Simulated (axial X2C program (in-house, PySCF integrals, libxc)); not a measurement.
Low determinants of CaP at the PBE0 level, 2c

Computed with an in-house all-electron X2C program for linear molecules (integrals from PySCF). Two-component (2c) means X2C with spin–orbit coupling and atomic mean-field two-electron Coulomb and Gaunt terms. Basis: Ca dyall-cv3z [11s12p6d4f], P dyall-v3z [8s7p2d1f] (cores contracted in-house); Gaussian nuclei, density fitting, unrestricted open shells. Masses: Ca 39.963 u, P 30.974 u.

Search at 2.490 Å (vertical energies from the lowest determinant):

```
ΔE (eV)    state  electrons beyond evenly filled partner blocks  electrons in ±ω = 1/2, 3/2, 5/2, 7/2
   0.00  Ω = 3/2                                        ω = 3/2                              28 7 0 0
   0.02  Ω = 1/2                                        ω = 1/2                              27 8 0 0
   0.22  Ω = 1/2                          2 × ω = -1/2, ω = 3/2                              28 7 0 0
   0.66  Ω = 5/2                           2 × ω = 1/2, ω = 3/2                              28 7 0 0
   1.11  Ω = 1/2                                        ω = 1/2                              29 6 0 0
   1.89  Ω = 5/2                          ω = -1/2, 2 × ω = 3/2                              27 8 0 0
   2.38  Ω = 7/2                           ω = 1/2, 2 × ω = 3/2                              27 8 0 0
```

Lowest determinant, Ω = 3/2 (⟨Sz⟩ = 0.50, ⟨Lz⟩ = 1.00 at PBE0): Re = 2.508 Å, ωe = 358.9 cm⁻¹.

The determinant in row 2 of the search, Ω = 1/2 (⟨Sz⟩ = -0.50, ⟨Lz⟩ = 1.00 at PBE0), was followed along the bond at PBE0; measured from the minimum of the lowest determinant it gives:

Te = 0.024 eV (190 cm⁻¹), Re = 2.508 Å, ωe = 359.0 cm⁻¹.

(1) Compare the bond of the determinant in row 2 with that of the lowest one.

The search compares states at one distance, so a state with another bond length can lie lower; it is not exhaustive and yields mostly the lowest determinant of each block pattern, so other components and higher states of one pattern are missing. These are energies of single determinants, not of spin-adapted states; PBE0 term energies can be off by some tenths of an eV, and the functional has no current term. The lowest determinant need not be the ground state where others lie within half an eV.

Answers

(1) At PBE0 its Re is the same within 0.001 Å and its force constant, which goes as ωe², is 1.00 times that of the lowest determinant. T0 ≈ Te + Δωe/2 = 190 + (0) = 190 cm⁻¹.
